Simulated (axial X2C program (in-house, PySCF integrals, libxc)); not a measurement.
AlBr⁻: bond constants with and without spin–orbit coupling

Computed with an in-house relativistic program for diatomic molecules. Spin-free means the one-electron spin-free X2C Hamiltonian; two-component (2c) means X2C with spin–orbit coupling and atomic mean-field two-electron Coulomb and Gaunt terms, so the difference of the two also holds small scalar two-electron terms. Basis: Br dyall-acv3z [9s10p7d5f1g], Al dyall-av3z [9s9p3d2f] (cores contracted in-house); Gaussian nuclei, density fitting, unrestricted open shells. Masses: Br 78.918 u, Al 26.982 u.

State, spin-free: M_S = 1/2, Λ = 1 (beyond evenly filled blocks: π+α); electrons by block: σα: 12, σβ: 12, π+α: 6, π+β: 5, π-α: 5, π-β: 5, δ+α: 1, δ+β: 1, δ-α: 1, δ-β: 1. Fragments: Br- + Al.

State, 2c: Ω = 1/2 (⟨Sz⟩ = -0.50, ⟨Lz⟩ = 1.00 at PBE0); electrons by block: 1/2: 18, -1/2: 17, 3/2: 6, -3/2: 6, 5/2: 1, -5/2: 1. Fragments: Br- + Al.

| Hamiltonian | level | Re (Å) | ωe (cm⁻¹) | ωexe (cm⁻¹) | Be (cm⁻¹) | αe (cm⁻¹) | De (eV) | D0 (eV) | k (mdyn/Å) | μ (D) |
| --- | --- | --- | --- | --- | --- | --- | --- | --- | --- | --- |
| spin-free | PBE0 | 2.478 | 258.3 | 1.5 | 0.1366 | 0.0011 | 1.50 | 1.48 | 0.79 | -5.50 |
| spin-free | HF | 2.529 | 227.0 | 1.88 | 0.1311 | 0.0013 | 1.02 | 1.01 | 0.611 | -5.25 |
| spin-free | MP2 | 2.484 | 257.5 | 1.64 | 0.1359 | 0.00118 | 1.44 | 1.43 | 0.786 | n/a |
| spin-free | CCSD | 2.500 | 249.4 | 1.72 | 0.1341 | 0.00119 | 1.39 | 1.37 | 0.737 | n/a |
| spin-free | CCSD(T) | 2.498 | 252.7 | 1.65 | 0.1344 | 0.00116 | 1.44 | 1.42 | 0.756 | n/a |
| spin-free | PBE50 | 2.470 | 262.1 | 1.58 | 0.1375 | 0.00112 | 1.47 | 1.45 | 0.814 | -5.34 |
| 2c | PBE0 | 2.478 | 258.7 | 1.5 | 0.1366 | 0.0011 | 1.51 | 1.49 | 0.793 | -5.49 |
| 2c | HF | 2.529 | 227.5 | 1.88 | 0.1311 | 0.0013 | 1.03 | 1.01 | 0.613 | -5.24 |
| 2c | MP2 | 2.483 | 258.0 | 1.65 | 0.1359 | 0.00118 | 1.45 | 1.43 | 0.789 | n/a |
| 2c | CCSD | 2.500 | 249.9 | 1.73 | 0.1341 | 0.00119 | 1.39 | 1.37 | 0.74 | n/a |
| 2c | CCSD(T) | 2.497 | 253.1 | 1.65 | 0.1345 | 0.00116 | 1.44 | 1.43 | 0.759 | n/a |
| 2c | PBE50 | 2.469 | 262.6 | 1.58 | 0.1375 | 0.00112 | 1.48 | 1.46 | 0.817 | -5.34 |

Correlated methods: 11 electrons correlated (number of frozen shells: Br 3 s, 2 p, 1 d; Al 2 s, 1 p), 247 virtual spin orbitals or spinors in MP2, 90 natural virtuals in coupled cluster.

Dipoles are positive if Al is the positive end and refer to the centre of mass.

The state is one determinant whose occupation by symmetry is held fixed; it was picked as the lowest of a PBE0 search that is not exhaustive. Dissociation energies refer to the lowest single-determinant-based atoms at the same level and basis. Density functionals use the spin component along the axis (collinear). Coupled cluster ran in a truncated set of natural virtual spinors; the MP2 energy of the rest was added. (T) has no such correction and the atoms are truncated less, which lowers De at CCSD(T) by a hundredth of an eV or more. The highest occupied level is positive at some bond lengths even in Hartree–Fock (under at least one Hamiltonian), so the basis set holds the extra electron there; where that holds at Re the anion is at best weakly bound and its constants depend on the basis. In 2c an atomic determinant is not the ground J level, so De misses part of the atomic spin–orbit lowering. This holds for PBE0, PBE50. Without a current term, density functionals place determinants with orbital angular momentum somewhat too high. Hartree–Fock gets electron affinities wrong, so its lowest charge split need not be the true one.

Rough cost a point (2c) on 1 thread(s) of a shared host, integrals apart: PBE0 0.5 s, HF 0.4 s, CCSD(T) 3 s, PBE50 0.5 s.

The whole task took 100 s on 1 thread of Arm Neoverse V2, on a shared host.
